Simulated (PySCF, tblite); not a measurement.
Isomers of C9H9N3. All values are computed: GFN2-xTB (tblite) harmonic vibrations without scaling, gas phase. Against measured fundamentals such values can be off by several per cent, at times by over 20. One conformer each.

Electronic energies: PBE0/pcSseg-1 single points on the GFN2-xTB geometries (PySCF, gas phase).

```csv
SMILES,"electronic energy, lowest = 0 (kJ/mol)"
Cc1ccccc1-n1ccnn1,21.7
Cc1cn(-c2ccccc2)nn1,7.6
Cc1cccc(-n2ccnn2)c1,14.7
Cn1cc(-c2ccccc2)nn1,0.0
```

Problem. How do GFN2-xTB zero-point energies change the relative energies?

Solution. 
```
             SMILES  ZPE (kJ/mol)  of it from modes above 1550 cm⁻¹  electronic (kJ/mol)  with ZPE, lowest = 0 (kJ/mol)  lowest mode (cm⁻¹)  rings
Cn1cc(-c2ccccc2)nn1         427.5                             184.5                  0.0                            0.0                  33      2
Cc1cn(-c2ccccc2)nn1         427.0                             185.2                  7.6                            7.1                  12      2
Cc1cccc(-n2ccnn2)c1         427.3                             185.8                 14.7                           14.4                  28      2
  Cc1ccccc1-n1ccnn1         428.3                             185.6                 21.7                           22.5                  57      2
```

The zero-point energies span 1.3 kJ/mol, from `Cc1cn(-c2ccccc2)nn1` to `Cc1ccccc1-n1ccnn1`. The order is unchanged.

Problem. And how do the electronic energies of GFN2-xTB itself compare?

Solution. `Cn1cc(-c2ccccc2)nn1` 8.3; `Cc1cn(-c2ccccc2)nn1` 0.0; `Cc1cccc(-n2ccnn2)c1` 0.6; `Cc1ccccc1-n1ccnn1` 5.6 kJ/mol, lowest = 0. Against the energies above, taken from the same isomer `Cn1cc(-c2ccccc2)nn1`, the largest difference is 24.4 kJ/mol.

Problem. What do entropy and thermal enthalpy add at 298.15 K and 1 bar (rigid rotor, harmonic oscillator, one conformer each)?

Solution. 
| SMILES | point group | symmetry number | S (J/(mol K)) | H − H(0) (kJ/mol) | ZPE + H − H(0) − TS (kJ/mol) |
| --- | --- | --- | --- | --- | --- |
| Cn1cc(-c2ccccc2)nn1 | Cs | 1 | 421.9 | 29.08 | 330.8 |
| Cc1cccc(-n2ccnn2)c1 | C1 | 1 | 429.5 | 29.19 | 328.4 |
| Cc1ccccc1-n1ccnn1 | C1 | 1 | 410.0 | 28.38 | 334.4 |

Not tabulated: `Cc1cn(-c2ccccc2)nn1` (lowest mode only 12 cm⁻¹).
